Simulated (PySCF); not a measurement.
C₅H₉N, SMILES C#CCCNC. Geometry optimised at B3LYP-D3(BJ)/def2-SVP. The values are those of a single conformer.

Computed equilibrium geometry at B3LYP-D3(BJ)/def2-SVP (PySCF confirms it by a frequency run) as bond lengths and angles (one conformer of several):
Atoms: C1 C2 C3 C4 N5 C6 H7 H8 H9 H10 H11 H12 H13 H14 H15. Bonded distances (Å): C1–C2 1.211, C1–H7 1.073, C2–C3 1.460, C3–C4 1.536, C3–H8 1.106, C3–H9 1.103, C4–N5 1.449, C4–H10 1.114, C4–H11 1.104, N5–C6 1.450, N5–H12 1.020, C6–H13 1.113, C6–H14 1.103, C6–H15 1.101. Angles (°): C2–C1–H7 179.6, C1–C2–C3 178.8, C2–C3–C4 113.3, C2–C3–H8 109.1, C2–C3–H9 110.3, C4–C3–H8 109.3, C4–C3–H9 108.5, H8–C3–H9 106.1, C3–C4–N5 110.5, C3–C4–H10 109.1, C3–C4–H11 108.9, N5–C4–H10 113.7, N5–C4–H11 108.5, H10–C4–H11 105.9, C4–N5–C6 114.1, C4–N5–H12 109.7, C6–N5–H12 109.9, N5–C6–H13 114.5, N5–C6–H14 109.8, N5–C6–H15 110.0, H13–C6–H14 107.0, H13–C6–H15 107.9, H14–C6–H15 107.3.
Charge 0, spin multiplicity 1.
